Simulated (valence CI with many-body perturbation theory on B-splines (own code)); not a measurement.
## Energy levels of Sm XLI

Computed by valence CI with perturbative core correlation (CI+MBPT): four valence electrons over a frozen Dirac-Fock core [Ar], radial functions for each j: 7 s, 7 p, 8 d, 6 f, 4 g, 1 h, with the one-electron correlation potential Σ1 (screened to all orders), the two-electron term Σ2, the three-electron term Σ3, Breit, model QED; selected single and double excitations, second order for the rest, scaled by the run's own slope (own B-spline code, finite nucleus).

The last digits are not significant, and no measured levels were compared; by estimate large intervals hold to a few tenths of a per cent, small ones and those within an open d or f shell to about a per cent. Only levels of the ground parity were solved; by the run's estimate the other parity begins above the list, which can be wrong where configurations are misplaced.

Levels 1 to 34 of 34, with energies above the lowest level, (3d3/2^4) J=0. "Leading %" is the weight of the configuration and term that name the level; weights of strongly mixed levels are sums over their largest components and can fall short. In the jj column 3d3/2^4 stands for four electrons in 3d with j = 3/2.

| No. | Configuration | Term | J | E (cm⁻¹) | Leading % | g | Leading jj | Second component |
| --- | --- | --- | --- | --- | --- | --- | --- | --- |
| 1 | 3d⁴ | ³P | 0 | 0 | 57 |  | 3d3/2^4 (97 %) | 32 % 3d⁴ ⁵D |
| 2 | 3d⁴ | ⁵D | 1 | 193890 | 64 | 1.493 | 3d3/2^3 3d5/2 (97 %) | 36 % 3d⁴ ³P |
| 3 | 3d⁴ | ³F | 4 | 273510 | 30 | 1.094 | 3d3/2^3 3d5/2 (96 %) | 22 % 3d⁴ ³H |
| 4 | 3d⁴ | ⁵D | 2 | 274040 | 54 | 1.287 | 3d3/2^3 3d5/2 (81 %) | 13 % 3d⁴ ³F |
| 5 | 3d⁴ | ⁵D | 3 | 300710 | 32 | 1.191 | 3d3/2^3 3d5/2 (85 %) | 27 % 3d⁴ ³F |
| 6 | 3d⁴ | ⁵D | 0 | 446370 | 63 |  | 3d3/2^2 3d5/2^2 (96 %) | 20 % 3d⁴ ¹S |
| 7 | 3d⁴ | ⁵D | 4 | 464150 | 41 | 1.153 | 3d3/2^2 3d5/2^2 (94 %) | 40 % 3d⁴ ³H |
| 8 | 3d⁴ | ⁵D | 2 | 465160 | 36 | 1.142 | 3d3/2^2 3d5/2^2 (85 %) | 27 % 3d⁴ ³F |
| 9 | 3d⁴ | ⁵D | 3 | 478770 | 44 | 1.116 | 3d3/2^2 3d5/2^2 (84 %) | 41 % 3d⁴ ³G |
| 10 | 3d⁴ | ³H | 5 | 506280 | 68 | 1.078 | 3d3/2^2 3d5/2^2 (100 %) | 32 % 3d⁴ ³G |
| 11 | 3d⁴ | ³H | 6 | 525620 | 52 | 1.080 | 3d3/2^2 3d5/2^2 (98 %) | 48 % 3d⁴ ¹I |
| 12 | 3d⁴ | ³P | 1 | 527170 | 47 | 1.156 | 3d3/2^2 3d5/2^2 (91 %) | 34 % 3d⁴ ³D |
| 13 | 3d⁴ | ³G | 4 | 556570 | 59 | 1.028 | 3d3/2^2 3d5/2^2 (97 %) | 36 % 3d⁴ ¹G |
| 14 | 3d⁴ | ³F | 3 | 560570 | 44 | 1.108 | 3d3/2^2 3d5/2^2 (93 %) | 30 % 3d⁴ ³D |
| 15 | 3d⁴ | ³D | 2 | 566650 | 37 | 1.108 | 3d3/2^2 3d5/2^2 (94 %) | 30 % 3d⁴ ³P |
| 16 | 3d⁴ | ³F | 2 | 643540 | 44 | 1.003 | 3d3/2^2 3d5/2^2 (89 %) | 30 % 3d⁴ ³P |
| 17 | 3d⁴ | ³F | 4 | 666640 | 57 | 1.220 | 3d3/2^2 3d5/2^2 (71 %) | 20 % 3d⁴ ⁵D |
| 18 | 3d⁴ | ³F | 3 | 732540 | 46 | 1.145 | 3d3/2 3d5/2^3 (94 %) | 22 % 3d⁴ ⁵D |
| 19 | 3d⁴ | ¹G | 4 | 736160 | 31 | 1.113 | 3d3/2 3d5/2^3 (69 %) | 26 % 3d⁴ ³F |
| 20 | 3d⁴ | ³P | 2 | 745140 | 48 | 1.227 | 3d3/2^2 3d5/2^2 (84 %) | 28 % 3d⁴ ¹D |
| 21 | 3d⁴ | ³D | 1 | 764900 | 60 | 0.891 | 3d3/2 3d5/2^3 (93 %) | 24 % 3d⁴ ³P |
| 22 | 3d⁴ | ³G | 5 | 766180 | 68 | 1.140 | 3d3/2 3d5/2^3 (100 %) | 32 % 3d⁴ ³H |
| 23 | 3d⁴ | ¹I | 6 | 773580 | 52 | 1.072 | 3d3/2 3d5/2^3 (98 %) | 48 % 3d⁴ ³H |
| 24 | 3d⁴ | ³P | 0 | 795290 | 58 |  | 3d3/2 3d5/2^3 (62 %) | 42 % 3d⁴ ¹S |
| 25 | 3d⁴ | ³F | 2 | 823150 | 52 | 1.040 | 3d3/2 3d5/2^3 (84 %) | 38 % 3d⁴ ³P |
| 26 | 3d⁴ | ¹F | 3 | 835100 | 38 | 1.088 | 3d3/2 3d5/2^3 (96 %) | 35 % 3d⁴ ³D |
| 27 | 3d⁴ | ¹S | 0 | 917640 | 68 |  | 3d3/2^2 3d5/2^2 (53 %) | 29 % 3d⁴ ³P |
| 28 | 3d⁴ | ³F | 3 | 926040 | 67 | 1.058 | 3d3/2 3d5/2^3 (99 %) | 30 % 3d⁴ ¹F |
| 29 | 3d⁴ | ³P | 1 | 930170 | 92 | 1.432 | 3d3/2 3d5/2^3 (97 %) | 6 % 3d⁴ ³D |
| 30 | 3d⁴ | ¹G | 4 | 935420 | 73 | 1.037 | 3d3/2 3d5/2^3 (91 %) | 19 % 3d⁴ ³F |
| 31 | 3d⁴ | ¹D | 2 | 960080 | 66 | 1.097 | 3d3/2 3d5/2^3 (69 %) | 24 % 3d⁴ ³P |
| 32 | 3d⁴ | ³F | 4 | 1033600 | 49 | 1.154 | 3d5/2^4 (92 %) | 21 % 3d⁴ ¹G |
| 33 | 3d⁴ | ¹D | 2 | 1116200 | 47 | 1.038 | 3d5/2^4 (77 %) | 22 % 3d⁴ ³D |
| 34 | 3d⁴ | ¹S | 0 | 1283600 | 59 |  | 3d5/2^4 (80 %) | 40 % 3d⁴ ³P |

The ionisation energy to 3d³ ⁴F3/2 of the next ion comes out as 3029.2 eV (NIST: 3028 ± 4 eV (theoretical)). All 34 levels together are meant to be complete up to 1334900 cm⁻¹.
